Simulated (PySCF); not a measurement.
**Ionisation energy of Ne²⁺ by level of theory**

Ne²⁺ [He] 2s2 2p4 (3P) → Ne³⁺ [He] 2s2 2p3 (4S), as a difference of total energies. All numbers are calculated (PySCF 2.14, scalar relativity by spin-free X2C-1e, in aug-cc-pVDZ-DK). Correlated levels: valence: 1s2 frozen. The calculations carry no spin-orbit coupling.

```
           method  ionisation energy (eV)  plus first-order spin-orbit estimate  error of that sum (eV)
              UHF                  61.693                                61.729                  -1.694
    MP2 (valence)                  62.450                                62.485                  -0.938
SCS-MP2 (valence)                  62.448                                62.483                  -0.940
   CCSD (valence)                  62.455                                62.490                  -0.933
CCSD(T) (valence)                  62.469                                62.504                  -0.919
  CCSDT (valence)                  62.470                                62.506                  -0.917
```

Reference: 63.423 eV (measured; NIST Atomic Spectra Database, ionization energies).

A first-order spin-orbit estimate (lowest level to lowest level, LS coupling) adds 0.036 eV.

Errors of the correlated levels include the incompleteness of this basis and the frozen core.
